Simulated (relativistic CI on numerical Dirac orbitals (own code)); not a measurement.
# Hyperfine structure of Yb XLV, mass number 171

Computed by Dirac-Coulomb-Breit CI, separate exchange-only KLI orbitals for each configuration, QED by a radiative potential, unscaled Slater integrals (own radial code, finite nucleus).

Configurations in the expansion (outside the closed core [Ne]): 3s²3p⁶3d⁸, 3s²3p⁵3d⁹, 3s²3p⁴3d¹⁰, 3s3p⁶3d⁹, 3p⁶3d¹⁰, 3s3p⁵3d¹⁰, 3s²3p⁶3d⁷4s, 3s²3p⁶3d⁷4p, 3s²3p⁴3d⁹4s, 3s²3p⁶3d⁷4d, 3s²3p⁴3d⁹4p, 3s²3p⁵3d⁸4s, 3s²3p⁶3d⁷4f, 3s²3p⁴3d⁹4d, 3s3p⁵3d⁹4s, 3s²3p⁵3d⁸4p. Levels of other configurations are missing.

Nuclear spin I = 1/2, μ = 0.4923 μN (tables of Stone and Pyykkö). The electronic factors are computed for point nuclear moments, without core polarisation or the Bohr-Weisskopf and QED corrections.

| Level | E (eV) | A (MHz) |
| --- | --- | --- |
| 3s²3p⁶3d⁸ ³F4 | 0.000 | 30640 |
| 3s²3p⁶3d⁸ ³F3 | 49.293 | 44730 |
| 3s²3p⁶3d⁸ ³P2 | 58.011 | 35670 |
| 3s²3p⁶3d⁸ ³P1 | 62.898 | -4635 |
| 3s²3p⁶3d⁸ ¹G4 | 63.564 | 49040 |
| 3s²3p⁶3d⁸ ³F2 | 105.166 | 77030 |
| 3s²3p⁵3d⁹ ³F°4 | 384.832 | 76380 |
| 3s²3p⁵3d⁹ ¹D°2 | 393.710 | 44700 |

Levels with J = 0, under 50 % of one LS term, or S terms without an open s electron are left out. Small factors come from cancelling terms and can be off by tens of per cent or more.

At this charge energies of transitions that change n are usually good to better than 1 %, and those within a shell (Δn = 0) to a few per cent.

**Question.** Give the hyperfine levels of 3s²3p⁶3d⁸ ³F4 relative to its centre of gravity.

**Answer.** With K = F(F + 1) − I(I + 1) − J(J + 1), E = AK/2: F = 7/2: -76590, F = 9/2: 61270 MHz.

LS names give the leading component of a level, which can be under half, so a name can repeat, a term be missing and a line seem to break the LS rules.
